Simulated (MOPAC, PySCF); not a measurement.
C₃H₂O, SMILES `O=c1cc1`, neutral singlet in the gas phase. 

Cartesian coordinates (Å):
```xyz
6

O      2.0201    -0.3256    -0.0364
C      0.8390    -0.1352    -0.0151
C     -0.5065    -0.5940     0.0631
C     -0.2962     0.7234    -0.0486
H     -1.2712    -1.3559     0.1475
H     -0.7853     1.6873    -0.1104
```
Charge 0, multiplicity 1.

All levels are single points at this geometry (PBE0-D4/def2-TZVP); Pople sets use spherical d functions. Orbital energies aren't observables, and empty levels follow the basis.

BP86/6-31G* in PySCF gives dipole (D) = 3.75.

Question: Estimate the dipole (D) from each of these levels: PBE0-D4/def2-TZVP in PySCF; B3LYP/6-311+G** in PySCF; HF/3-21G in PySCF; AM1 in MOPAC; PM6 in MOPAC.

Answer: 
```csv
level,dipole (D)
PBE0-D4/def2-TZVP in PySCF,4.23
B3LYP/6-311+G** in PySCF,4.35
HF/3-21G in PySCF,4.45
AM1 in MOPAC,3.19
PM6 in MOPAC,3.33
```
